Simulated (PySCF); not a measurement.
# Assignment exercise: C7H7F

Bonds (- single, = double, # triple, : aromatic): C1-C2 1.498 Å, C2:C3 1.390 Å, C3:C4 1.383 Å, C4:C5 1.382 Å, C5-F6 1.352 Å, C5:C7 1.382 Å, C7:C8 1.383 Å, C8:C2 1.390 Å. C1 carries H9, H10, H11; C3 carries H12; C4 carries H13; C7 carries H14; C8 carries H15.

PySCF 2.14.0 with density-fitted response routines calculation with PBE0/pcSseg-1 with gauge-including orbitals and GFN2-xTB structure; one conformer, non-relativistic Hamiltonian, isolated molecule, one averaged value for each set of equivalent atoms.

Chemical shifts δ = σref − σ; ¹³C, ¹H vs TMS, all at this level.

(1) Assign these signals to the numbered atoms. ¹³C{¹H} NMR (computed): δ 171.1, 138.4, 135.7, 121.2, 23.4.

(2) Assign these signals to the numbered atoms. ¹H NMR (300 MHz, computed): δ 7.46 (m, 2H), 7.27 (m, 2H), 2.47 (s, 3H).

Answers

(1) 
171.1 → C5, aromatic carbon bearing fluorine: the electronegative substituent deshields the carbon that carries it
138.4 → C2, substituted aromatic carbon
135.7 → C3/C8, aromatic CH: the aromatic region
121.2 → C4/C7, aromatic CH
23.4 → C1, methyl carbon on an aromatic ring: aliphatic region, no heteroatom directly attached

(2) 
7.46 → H12/H15, hydrogen on an aromatic CH: ring-current deshielding
7.27 → H13/H14, hydrogen on an aromatic CH
2.47 → H9/H10/H11, hydrogen on a methyl carbon on an aromatic ring: benzylic-type position, deshielded by the ring

Splittings by ¹⁹F in the carbon and heteronuclear signals aren't shown, as no couplings were computed. Shifts are as computed. Against solution values, carbons near 30 ppm lie about +3 ppm off and those near 130 ppm about +5 ppm. Of 1211 compounds with measured shifts, 218 miss one by over three times the rms of a fit or turn the order of signals round; such compounds aren't used in these exercises. No couplings were computed; multiplicities are counted from neighbouring protons, with m where these are inequivalent, close in shift, in a saturated or five-membered ring or joined by F or P, and br s for small geminal =CH2 splittings.
